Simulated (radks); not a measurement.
Task: Numerical settings for neutral lithium, [He] 2s1. Calculated with a radial shooting solver on a logarithmic mesh with Libxc functionals: non-relativistic Kohn-Sham, r2SCAN, spin-polarised, spherical densities, point nucleus; open shells are filled with parallel spins first; meta-GGA in the generalised Kohn-Sham scheme. The defaults (mesh step 0.008 in ln r, mesh end at 40 bohr or more with all orbitals vanishing there, Anderson mixing 0.5 over 9 steps, residual threshold near 1e-9 with the energy settled to 1e-9 hartree or 1e-11 of itself, here a cap of 62 iterations) give E = -7.480 hartree and 2s at -3.265 eV in 17 iterations. Run on one thread of a shared host, so times are rough (Arm Neoverse N1): 0.13 s of CPU time, 0.13 s wall, 17 iterations on 2496 mesh points. One setting is changed at a time: mesh step in ln r 0.12; mesh step in ln r 0.012; mesh step in ln r 0.08; mesh end (bohr) 3; mesh end (bohr) 8; residual threshold 1e-16; residual threshold 0.001; mixing 0.2; linear mixing, mixing 0.8; linear mixing, mixing 0.05; mixing history 3; iteration cap 5. Which runs fail to converge, and which converge to a wrong energy?

Result: Not converged within the cap: mesh step in ln r 0.12; residual threshold 1e-16; linear mixing, mixing 0.05; iteration cap 5. Settled on a wrong energy, with an occupied level pushed above zero by the early mesh end: mesh end (bohr) 3 (+0.61 hartree). Apart from these: settings that end as converged yet miss the energy by more than 1 mhartree: mesh end (bohr) 8 (+0.0066 hartree).
